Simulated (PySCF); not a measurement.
## Electron correlation in Nb⁺ (niobium, charge +1)

[Kr] 4d3 5s1, high-spin 5F determinant (an excited configuration). Computed with PySCF 2.14 in def2-QZVPPD with the def2 core potential (28 electrons), with scalar relativity through the core potential. Frozen: nothing; 12 electrons correlated.

| level | correlation energy (mhartree) |
| --- | --- |
| CCSD | -325.45 |
| (T) | -8.92 |
| CCSD(T) | -334.37 |

Diagnostics: T1 = 0.0089, D1 = 0.0383, largest double amplitude 0.023.

Cost of the coupled-cluster step: of the order of 30 core-seconds, for 12 correlated electrons.

The basis has no tight functions for the innermost shells, so their pair energies are far from complete.

This basis was not built for core-valence correlation, so the inner-shell part is incomplete.
